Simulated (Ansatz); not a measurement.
Basis-set extrapolation for `NB(F)O[SiH3]` (PBE0-D4/def2-TZVP geometry, frozen core, the Gaussian-basis code of Ansatz). Multiplicity 1, RHF reference.

|  | def2-TZVPP | def2-QZVPP |
| --- | --- | --- |
| HF | -545.620522 | -545.642217 |
| MP2 correlation | -0.911047 | -0.985944 |
| CCSD(T) correlation | -0.974454 | not run |

Energies in hartree. Use E(X) = E(∞) + A·exp(−7.88·√X) for Hartree–Fock and E(X) = E(∞) + B·X^(−2.97) for correlation, with X = 3 and 4, and add CCSD(T) minus MP2 of the smaller set to the MP2 limit.

Task: What is the CCSD(T) energy at the basis-set limit?

Result: HF limit: -545.642217 + (-0.021695) × 0.13774 = -545.64521. MP2 limit: -0.985944 + (-0.074897) × 0.74074 = -1.04142. Higher-order term: -0.974454 − (-0.911047) = -0.06341. Total: -546.75004 hartree, 407.1 kJ/mol below CCSD(T)/def2-TZVPP.
